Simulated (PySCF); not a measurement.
Simulation results for ClH2Si

Calculation on a computer-drawn molecule: vertical ionisation energy to the stated ion spin, frozen-core CCSD(T) at the basis limit and cheaper methods, single-reference cases, UHF for radicals, no spin-orbit; all values are single points at the evaluated structure, the first of each entry, which is the reference or a displaced copy of it and isn't optimised; the reference structure only sets the zero of the energies above reference; triples share is (T) over the correlation energy. Program: PySCF 2.14.0.

Common to all runs: charge 0; multiplicity 2; ion multiplicity 1; diffuse functions no; basis cc-pV(n+d)Z; reference is the Hartree-Fock double-zeta minimum; best is HF at quadruple zeta + MP2 correlation extrapolated from triple and quadruple zeta + CCSD(T) minus MP2 at triple zeta; basis step is the size of the change from the same recipe one zeta lower.

(1) 
```xyz
4
formula=ClH2Si ionisation_energy_best=8.394 ionisation_energy_basis_step=0.05488 energy_above_reference_best=12.46 energy_above_reference_basis_step=0.8678 total_energy_HF_triple_zeta=-749.6185 total_energy_CCSD(T)_triple_zeta=-749.9595 total_energy_best=-750.0160 T1_diagnostic_at_triple_zeta=0.01254 D1_diagnostic_at_triple_zeta=0.0381 spin_squared_at_triple_zeta=0.7548 ion_T1_diagnostic_at_triple_zeta=0.01506 ion_D1_diagnostic_at_triple_zeta=0.04564 triples_share_at_triple_zeta=0.03652 basis_functions_triple_zeta=106 dipole_magnitude_HF_at_triple_zeta=0.6194 dipole_magnitude_CCSD_unrelaxed_at_triple_zeta=0.4931 dipole_magnitude_PBE_at_triple_zeta=0.4277 dipole_magnitude_r2SCAN_at_triple_zeta=0.4676 dipole_magnitude_B3LYP_at_triple_zeta=0.4855 dipole_magnitude_wB97X_at_triple_zeta=0.5259
Si    -2.2354     0.1118    -1.8905
Cl    -2.5036     1.9258    -1.4432
H     -3.2922    -0.0815    -3.0112
H     -2.3826    -0.8620    -0.9105
```

Units: ionisation_energy_best, ionisation_energy_basis_step in eV; energy_above_reference_best, energy_above_reference_basis_step in kcal/mol; total_energy_HF_triple_zeta, total_energy_CCSD(T)_triple_zeta, total_energy_best in hartree; dipole_magnitude_HF_at_triple_zeta, dipole_magnitude_CCSD_unrelaxed_at_triple_zeta, dipole_magnitude_PBE_at_triple_zeta, dipole_magnitude_r2SCAN_at_triple_zeta, dipole_magnitude_B3LYP_at_triple_zeta, dipole_magnitude_wB97X_at_triple_zeta in debye.

Reference structure:
```xyz
4
ClH2Si
Si    -2.2529     0.0836    -2.0184
Cl    -2.4333     2.0326    -1.3311
H     -3.2789    -0.1460    -3.0556
H     -2.4298    -0.8360    -0.8763
```

Drawn bonds:
| atom | other atom | order |
| --- | --- | --- |
| 1 | 2 | 1 |
| 1 | 3 | 1 |
| 1 | 4 | 1 |

Triple zeta:
| method | ionisation energy (eV) | energy above reference (kcal/mol) |
| --- | --- | --- |
| HF | 8.153 | 13.66 |
| PBE | 8.35 | 13.44 |
| r2SCAN | 8.545 | 12.58 |
| B3LYP | 8.435 | 13.4 |
| wB97X | 8.409 | 12.27 |
| MP2 | 8.31 | 12.84 |
| CCSD | 8.343 | 13.17 |
| CCSD(T) | 8.327 | 13.28 |

(2) 
```xyz
4
formula=ClH2Si ionisation_energy_best=8.819 ionisation_energy_basis_step=0.0577 energy_above_reference_best=12.27 energy_above_reference_basis_step=0.2629 total_energy_HF_triple_zeta=-749.6184 total_energy_CCSD(T)_triple_zeta=-749.9610 total_energy_best=-750.0163 T1_diagnostic_at_triple_zeta=0.0135 D1_diagnostic_at_triple_zeta=0.04241 spin_squared_at_triple_zeta=0.7549 ion_T1_diagnostic_at_triple_zeta=0.01837 ion_D1_diagnostic_at_triple_zeta=0.05682 triples_share_at_triple_zeta=0.0376 basis_functions_triple_zeta=106 dipole_magnitude_HF_at_triple_zeta=0.948 dipole_magnitude_CCSD_unrelaxed_at_triple_zeta=0.7428 dipole_magnitude_PBE_at_triple_zeta=0.6375 dipole_magnitude_r2SCAN_at_triple_zeta=0.7071 dipole_magnitude_B3LYP_at_triple_zeta=0.7432 dipole_magnitude_wB97X_at_triple_zeta=0.778
Si    -2.2213     0.1745    -2.0659
Cl    -2.4752     1.9853    -1.2880
H     -3.2173    -0.2492    -2.9800
H     -2.3916    -0.9686    -0.7710
```

Units: ionisation_energy_best, ionisation_energy_basis_step in eV; energy_above_reference_best, energy_above_reference_basis_step in kcal/mol; total_energy_HF_triple_zeta, total_energy_CCSD(T)_triple_zeta, total_energy_best in hartree; dipole_magnitude_HF_at_triple_zeta, dipole_magnitude_CCSD_unrelaxed_at_triple_zeta, dipole_magnitude_PBE_at_triple_zeta, dipole_magnitude_r2SCAN_at_triple_zeta, dipole_magnitude_B3LYP_at_triple_zeta, dipole_magnitude_wB97X_at_triple_zeta in debye.

Reference structure:
```xyz
4
ClH2Si
Si    -2.2529     0.0836    -2.0184
Cl    -2.4333     2.0326    -1.3311
H     -3.2789    -0.1460    -3.0556
H     -2.4298    -0.8360    -0.8763
```

Drawn bonds:
| atom | other atom | order |
| --- | --- | --- |
| 1 | 2 | 1 |
| 1 | 3 | 1 |
| 1 | 4 | 1 |

Triple zeta:
| method | ionisation energy (eV) | energy above reference (kcal/mol) |
| --- | --- | --- |
| HF | 8.684 | 13.72 |
| PBE | 8.749 | 11.24 |
| r2SCAN | 8.973 | 11.79 |
| B3LYP | 8.872 | 12.2 |
| wB97X | 8.882 | 12.16 |
| MP2 | 8.765 | 12.95 |
| CCSD | 8.785 | 12.52 |
| CCSD(T) | 8.755 | 12.37 |

(3) 
```xyz
4
formula=ClH2Si ionisation_energy_best=8.806 ionisation_energy_basis_step=0.05885 energy_above_reference_best=21.13 energy_above_reference_basis_step=0.166 total_energy_HF_triple_zeta=-749.6047 total_energy_CCSD(T)_triple_zeta=-749.9468 total_energy_best=-750.0022 T1_diagnostic_at_triple_zeta=0.01342 D1_diagnostic_at_triple_zeta=0.04211 spin_squared_at_triple_zeta=0.7546 ion_T1_diagnostic_at_triple_zeta=0.01851 ion_D1_diagnostic_at_triple_zeta=0.0576 triples_share_at_triple_zeta=0.03727 basis_functions_triple_zeta=106 dipole_magnitude_HF_at_triple_zeta=1.081 dipole_magnitude_CCSD_unrelaxed_at_triple_zeta=0.8641 dipole_magnitude_PBE_at_triple_zeta=0.7561 dipole_magnitude_r2SCAN_at_triple_zeta=0.8298 dipole_magnitude_B3LYP_at_triple_zeta=0.8649 dipole_magnitude_wB97X_at_triple_zeta=0.9053
Si    -2.2213     0.1745    -2.0659
Cl    -2.4752     1.9853    -1.2880
H     -3.1308    -0.2124    -2.9006
H     -2.3916    -0.9686    -0.7710
```

Units: ionisation_energy_best, ionisation_energy_basis_step in eV; energy_above_reference_best, energy_above_reference_basis_step in kcal/mol; total_energy_HF_triple_zeta, total_energy_CCSD(T)_triple_zeta, total_energy_best in hartree; dipole_magnitude_HF_at_triple_zeta, dipole_magnitude_CCSD_unrelaxed_at_triple_zeta, dipole_magnitude_PBE_at_triple_zeta, dipole_magnitude_r2SCAN_at_triple_zeta, dipole_magnitude_B3LYP_at_triple_zeta, dipole_magnitude_wB97X_at_triple_zeta in debye.

Reference structure:
```xyz
4
ClH2Si
Si    -2.2529     0.0836    -2.0184
Cl    -2.4333     2.0326    -1.3311
H     -3.2789    -0.1460    -3.0556
H     -2.4298    -0.8360    -0.8763
```

Drawn bonds:
| atom | other atom | order |
| --- | --- | --- |
| 1 | 2 | 1 |
| 1 | 3 | 1 |
| 1 | 4 | 1 |

Triple zeta:
| method | ionisation energy (eV) | energy above reference (kcal/mol) |
| --- | --- | --- |
| HF | 8.661 | 22.34 |
| PBE | 8.74 | 20.84 |
| r2SCAN | 8.962 | 20.84 |
| B3LYP | 8.859 | 21.07 |
| wB97X | 8.863 | 21.12 |
| MP2 | 8.75 | 21.61 |
| CCSD | 8.77 | 21.32 |
| CCSD(T) | 8.741 | 21.24 |

(4) 
```xyz
4
formula=ClH2Si ionisation_energy_best=8.825 ionisation_energy_basis_step=0.05728 energy_above_reference_best=11.28 energy_above_reference_basis_step=0.2826 total_energy_HF_triple_zeta=-749.6197 total_energy_CCSD(T)_triple_zeta=-749.9626 total_energy_best=-750.0179 T1_diagnostic_at_triple_zeta=0.01356 D1_diagnostic_at_triple_zeta=0.0426 spin_squared_at_triple_zeta=0.7551 ion_T1_diagnostic_at_triple_zeta=0.01831 ion_D1_diagnostic_at_triple_zeta=0.05645 triples_share_at_triple_zeta=0.03778 basis_functions_triple_zeta=106 dipole_magnitude_HF_at_triple_zeta=0.8824 dipole_magnitude_CCSD_unrelaxed_at_triple_zeta=0.6829 dipole_magnitude_PBE_at_triple_zeta=0.5771 dipole_magnitude_r2SCAN_at_triple_zeta=0.645 dipole_magnitude_B3LYP_at_triple_zeta=0.6824 dipole_magnitude_wB97X_at_triple_zeta=0.7136
Si    -2.2213     0.1745    -2.0659
Cl    -2.4752     1.9853    -1.2880
H     -3.2574    -0.2662    -3.0168
H     -2.3916    -0.9686    -0.7710
```

Units: ionisation_energy_best, ionisation_energy_basis_step in eV; energy_above_reference_best, energy_above_reference_basis_step in kcal/mol; total_energy_HF_triple_zeta, total_energy_CCSD(T)_triple_zeta, total_energy_best in hartree; dipole_magnitude_HF_at_triple_zeta, dipole_magnitude_CCSD_unrelaxed_at_triple_zeta, dipole_magnitude_PBE_at_triple_zeta, dipole_magnitude_r2SCAN_at_triple_zeta, dipole_magnitude_B3LYP_at_triple_zeta, dipole_magnitude_wB97X_at_triple_zeta in debye.

Reference structure:
```xyz
4
ClH2Si
Si    -2.2529     0.0836    -2.0184
Cl    -2.4333     2.0326    -1.3311
H     -3.2789    -0.1460    -3.0556
H     -2.4298    -0.8360    -0.8763
```

Drawn bonds:
| atom | other atom | order |
| --- | --- | --- |
| 1 | 2 | 1 |
| 1 | 3 | 1 |
| 1 | 4 | 1 |

Triple zeta:
| method | ionisation energy (eV) | energy above reference (kcal/mol) |
| --- | --- | --- |
| HF | 8.695 | 12.92 |
| PBE | 8.754 | 9.842 |
| r2SCAN | 8.979 | 10.67 |
| B3LYP | 8.88 | 11.14 |
| wB97X | 8.892 | 11.12 |
| MP2 | 8.773 | 12.08 |
| CCSD | 8.792 | 11.56 |
| CCSD(T) | 8.762 | 11.36 |

(5) 
```xyz
4
formula=ClH2Si ionisation_energy_best=8.885 ionisation_energy_basis_step=0.06044 energy_above_reference_best=0.2174 energy_above_reference_basis_step=0.04397 total_energy_HF_triple_zeta=-749.6400 total_energy_CCSD(T)_triple_zeta=-749.9804 total_energy_best=-750.0355 T1_diagnostic_at_triple_zeta=0.01309 D1_diagnostic_at_triple_zeta=0.04185 spin_squared_at_triple_zeta=0.7545 ion_T1_diagnostic_at_triple_zeta=0.01997 ion_D1_diagnostic_at_triple_zeta=0.06348 triples_share_at_triple_zeta=0.03712 basis_functions_triple_zeta=106 dipole_magnitude_HF_at_triple_zeta=1.559 dipole_magnitude_CCSD_unrelaxed_at_triple_zeta=1.313 dipole_magnitude_PBE_at_triple_zeta=1.144 dipole_magnitude_r2SCAN_at_triple_zeta=1.243 dipole_magnitude_B3LYP_at_triple_zeta=1.276 dipole_magnitude_wB97X_at_triple_zeta=1.363
Si    -2.2448     0.0784    -2.0014
Cl    -2.4292     2.0474    -1.3435
H     -3.2780    -0.1427    -3.0379
H     -2.4298    -0.8411    -0.8824
```

Units: ionisation_energy_best, ionisation_energy_basis_step in eV; energy_above_reference_best, energy_above_reference_basis_step in kcal/mol; total_energy_HF_triple_zeta, total_energy_CCSD(T)_triple_zeta, total_energy_best in hartree; dipole_magnitude_HF_at_triple_zeta, dipole_magnitude_CCSD_unrelaxed_at_triple_zeta, dipole_magnitude_PBE_at_triple_zeta, dipole_magnitude_r2SCAN_at_triple_zeta, dipole_magnitude_B3LYP_at_triple_zeta, dipole_magnitude_wB97X_at_triple_zeta in debye.

Reference structure:
```xyz
4
ClH2Si
Si    -2.2529     0.0836    -2.0184
Cl    -2.4333     2.0326    -1.3311
H     -3.2789    -0.1460    -3.0556
H     -2.4298    -0.8360    -0.8763
```

Drawn bonds:
| atom | other atom | order |
| --- | --- | --- |
| 1 | 2 | 1 |
| 1 | 3 | 1 |
| 1 | 4 | 1 |

Triple zeta:
| method | ionisation energy (eV) | energy above reference (kcal/mol) |
| --- | --- | --- |
| HF | 8.725 | 0.1508 |
| PBE | 8.788 | 0.2473 |
| r2SCAN | 9.015 | 0.2333 |
| B3LYP | 8.913 | 0.1714 |
| wB97X | 8.928 | 0.2428 |
| MP2 | 8.82 | 0.1831 |
| CCSD | 8.851 | 0.1898 |
| CCSD(T) | 8.817 | 0.1907 |

(6) 
```xyz
4
formula=ClH2Si
Si    -2.2678     0.0858    -1.9791
Cl    -2.4338     2.0112    -1.3249
H     -3.2783    -0.1422    -3.0453
H     -2.4068    -0.8071    -0.9470
```

Reference structure:
```xyz
4
ClH2Si
Si    -2.2529     0.0836    -2.0184
Cl    -2.4333     2.0326    -1.3311
H     -3.2789    -0.1460    -3.0556
H     -2.4298    -0.8360    -0.8763
```

Drawn bonds:
| atom | other atom | order |
| --- | --- | --- |
| 1 | 2 | 1 |
| 1 | 3 | 1 |
| 1 | 4 | 1 |

(7) 
```xyz
4
formula=ClH2Si
Si    -2.2804     0.1603    -1.8977
Cl    -2.5150     2.0864    -1.2881
H     -3.3241    -0.0947    -3.0361
H     -2.3807    -0.7029    -0.8861
```

Reference structure:
```xyz
4
ClH2Si
Si    -2.2529     0.0836    -2.0184
Cl    -2.4333     2.0326    -1.3311
H     -3.2789    -0.1460    -3.0556
H     -2.4298    -0.8360    -0.8763
```

Drawn bonds:
| atom | other atom | order |
| --- | --- | --- |
| 1 | 2 | 1 |
| 1 | 3 | 1 |
| 1 | 4 | 1 |

Questions
1. Estimate the ionisation energy basis step of ClH2Si (entry 6).
2. Estimate the total energy best of ClH2Si (entry 6).
3. Give the table of triple zeta values for ClH2Si (entry 6).
4. What dipole magnitude PBE at triple zeta does the calculation give for ClH2Si (entry 7)?
5. Give the missing dipole magnitude HF at triple zeta for ClH2Si (entry 7).
6. Estimate the D1 diagnostic at triple zeta of ClH2Si (entry 7).
7. Give the table of triple zeta values for ClH2Si (entry 7).

## Answers
1. 0.05891 eV
2. -750.0312 hartree
3. 
Triple zeta:
| method | ionisation energy (eV) | energy above reference (kcal/mol) |
| --- | --- | --- |
| HF | 8.479 | 2.831 |
| PBE | 8.611 | 3.757 |
| r2SCAN | 8.824 | 3.14 |
| B3LYP | 8.716 | 3.212 |
| wB97X | 8.712 | 2.996 |
| MP2 | 8.607 | 2.77 |
| CCSD | 8.643 | 2.955 |
| CCSD(T) | 8.617 | 3.045 |
4. 0.9584 debye
5. 1.316 debye
6. 0.03989
7. 
Triple zeta:
| method | ionisation energy (eV) | energy above reference (kcal/mol) |
| --- | --- | --- |
| HF | 8.44 | 7.348 |
| PBE | 8.574 | 7.692 |
| r2SCAN | 8.785 | 7.26 |
| B3LYP | 8.678 | 7.361 |
| wB97X | 8.674 | 7.189 |
| MP2 | 8.567 | 7.149 |
| CCSD | 8.603 | 7.217 |
| CCSD(T) | 8.577 | 7.271 |

Further results for ClH2Si (entry 6):

- ionisation energy best: 8.686 eV
- energy above reference best: 2.91 kcal/mol
- energy above reference basis step: 0.08582 kcal/mol
- total energy HF triple zeta: -749.6358 hartree
- total energy CCSD(T) triple zeta: -749.9758 hartree
- T1 diagnostic at triple zeta: 0.01281
- D1 diagnostic at triple zeta: 0.03969
- spin squared at triple zeta: 0.7545
- ion T1 diagnostic at triple zeta: 0.01816
- ion D1 diagnostic at triple zeta: 0.05703
- triples share at triple zeta: 0.03674
- basis functions triple zeta: 106
- dipole magnitude HF at triple zeta: 1.328 debye
- dipole magnitude CCSD unrelaxed at triple zeta: 1.111 debye
- dipole magnitude PBE at triple zeta: 0.9656 debye
- dipole magnitude r2SCAN at triple zeta: 1.051 debye
- dipole magnitude B3LYP at triple zeta: 1.081 debye
- dipole magnitude wB97X at triple zeta: 1.16 debye

Further results for ClH2Si (entry 7):

- ionisation energy best: 8.646 eV
- ionisation energy basis step: 0.05875 eV
- energy above reference best: 7.154 kcal/mol
- energy above reference basis step: 0.09326 kcal/mol
- total energy HF triple zeta: -749.6286 hartree
- total energy CCSD(T) triple zeta: -749.9691 hartree
- total energy best: -750.0244 hartree
- T1 diagnostic at triple zeta: 0.01293
- spin squared at triple zeta: 0.7546
- ion T1 diagnostic at triple zeta: 0.01804
- ion D1 diagnostic at triple zeta: 0.05646
- triples share at triple zeta: 0.03685
- basis functions triple zeta: 106
- dipole magnitude CCSD unrelaxed at triple zeta: 1.101 debye
- dipole magnitude r2SCAN at triple zeta: 1.042 debye
- dipole magnitude B3LYP at triple zeta: 1.073 debye
- dipole magnitude wB97X at triple zeta: 1.149 debye
